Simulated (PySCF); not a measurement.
## Working out the ionisation energy of Te²⁺

Te²⁺ [Kr] 4d10 5s2 5p2 (3P) → Te³⁺ [Kr] 4d10 5s2 5p1 (2P). Calculation: PySCF 2.14, in x2c-SVPall (6s5p3d, 36 functions); the spin-free X2C one-electron Hamiltonian (Gaussian nucleus). Frozen: [Kr] 4d10. Energies in hartree (1 hartree = 27.21139 eV):

```json
{"part": "UHF", "Te²⁺ (lower)": "-6789.161090", "Te³⁺ (upper)": "-6788.168110"}
{"part": "CCSD correlation", "Te²⁺ (lower)": "-0.047507", "Te³⁺ (upper)": "-0.039764"}
{"part": "(T)", "Te²⁺ (lower)": "-0.000394", "Te³⁺ (upper)": "-0.000230"}
```

Q: What does Hartree-Fock give?

A: (-6788.168110) − (-6789.161090) = 0.992980 hartree = 27.020 eV.

Q: What do CCSD and CCSD(T) give?

A: The CCSD correlation energies differ by 0.007743 hartree = 0.211 eV and the triples by 0.000164 hartree = 0.004 eV, so CCSD gives 27.231 eV and CCSD(T) 27.235 eV.

Reference: 27.84 ± 0.04 eV (measured; NIST Atomic Spectra Database, ionization energies), between the lowest levels; spin-orbit coupling is absent from the calculation.

A double-zeta basis recovers only part of the correlation energy.

What remains against the reference includes basis incompleteness, the frozen core and higher excitations.
